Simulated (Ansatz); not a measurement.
Relaxation of C2H7BO (11 atoms, charge 0, multiplicity 1), to a largest force component of 0.02 eV/Å in at most 40 steps.

Computed with Ansatz, RKS PBE0-D4/6-31G*.

```xyz
11
Properties=species:S:1:pos:R:3:forces:R:3
B 0.000 0.000 0.000 0.02 -0.07 0.01
C 0.000 0.000 1.600 -0.15 -0.29 -0.54
H -1.000 -0.309 1.970 0.50 0.25 0.08
H 0.768 -0.711 1.970 -0.26 0.46 0.07
H 0.232 1.020 1.970 -0.03 -0.45 0.01
O 1.221 0.000 -0.705 -0.09 -1.97 0.08
H 1.521 -0.952 -0.860 -0.45 1.94 0.27
C -1.386 0.000 -0.800 0.74 0.16 -0.24
H -1.946 -0.930 -0.571 0.04 0.46 -0.06
H -1.990 0.880 -0.495 0.02 -0.48 -0.13
H -1.184 0.051 -1.890 -0.34 -0.02 0.45
```

Problem. Where does it end, and by what steps?

Solution. The run converged. The force dipped under the threshold on the way, but the program's further checks kept it going. After 17 steps the energy has fallen by 0.787 eV; H7 moved furthest, 0.69 Å.

```csv
step,energy less start (eV),largest force component (eV/Å),accepted
0,0.0000,1.967,yes
1,-0.1198,1.027,yes
2,-0.1849,0.388,yes
3,-0.2893,1.215,yes
4,-0.4889,1.564,yes
5,-0.7128,0.677,yes
6,-0.7775,0.322,yes
7,-0.7829,0.219,yes
8,-0.7859,0.048,yes
9,-0.7851,0.151,no
10,-0.7861,0.027,yes
11,-0.7865,0.004,yes
12,-0.7864,0.089,no
13,-0.7867,0.007,yes
14,-0.7866,0.073,no
15,-0.7868,0.013,yes
16,-0.7858,0.092,no
17,-0.7869,0.016,yes
```

```xyz
11
Properties=species:S:1:pos:R:3
B -0.062 -0.176 -0.070
C 0.049 -0.072 1.505
H -0.768 -0.614 1.998
H 0.995 -0.438 1.925
H -0.062 0.976 1.815
O 1.018 -0.503 -0.838
H 1.799 -0.667 -0.296
C -1.416 0.094 -0.830
H -2.123 -0.724 -0.630
H -1.909 1.008 -0.473
H -1.285 0.165 -1.914
```

Whether the end is a true minimum wasn't checked by a vibrational analysis.

The run took 45 s on 1 thread of Arm Neoverse V2, with other jobs on the host, peak memory 0.14 GiB.
